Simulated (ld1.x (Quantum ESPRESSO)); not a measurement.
**u(r) = r·R(r): atom against pseudo-atom (manganese)**

Columns: radius, all-electron u(r) and pseudo u(r) of the 4s shell (level -6.09 eV) of manganese in the configuration [Ar] 3d5 4s1 4p1; PBE, scalar-relativistic, TM scheme, ld1.x (Quantum ESPRESSO) 7.5.

| r (bohr) | all-electron | pseudo |
| --- | --- | --- |
| 0.140 | -0.1359 | -0.0215 |
| 0.280 | -0.0868 | -0.0436 |
| 0.420 | 0.1347 | -0.0669 |
| 0.560 | 0.2638 | -0.0922 |
| 0.700 | 0.2684 | -0.1203 |
| 0.840 | 0.1884 | -0.1523 |
| 0.980 | 0.0676 | -0.1896 |
| 1.120 | -0.0643 | -0.2337 |
| 1.260 | -0.1900 | -0.2856 |
| 1.400 | -0.3012 | -0.3451 |
| 1.540 | -0.3948 | -0.4094 |
| 1.680 | -0.4701 | -0.4729 |
| 1.820 | -0.5284 | -0.5286 |
| 1.960 | -0.5715 | -0.5715 |
| 2.100 | -0.6013 | -0.6013 |
| 2.240 | -0.6197 | -0.6197 |
| 2.380 | -0.6285 | -0.6285 |
| 2.520 | -0.6294 | -0.6294 |
| 2.660 | -0.6238 | -0.6238 |
| 2.800 | -0.6129 | -0.6129 |
| 2.940 | -0.5978 | -0.5978 |
| 3.080 | -0.5793 | -0.5793 |
| 3.220 | -0.5584 | -0.5584 |
| 3.360 | -0.5356 | -0.5356 |
| 3.500 | -0.5116 | -0.5116 |
| 3.640 | -0.4869 | -0.4869 |

Question: How many radial nodes do the two functions have?

Answer: The all-electron 4s function has n − l − 1 = 3 (the table is too coarse to show those close to the nucleus); the pseudo-wave has 0, since the states of the same l below it are removed with the core.

Question: At about which radius was the pseudo-wave matched?

Answer: 2.00 bohr. The columns agree to 0.0005 from 1.82 bohr on; several derivatives are matched, so the curves merge somewhat inside the radius.

Question: Is the pseudo-wave norm-conserving?

Answer: Yes: the TM scheme keeps the norm inside the radius equal to the all-electron one, which fixes the energy derivative of the logarithmic derivative at the level.
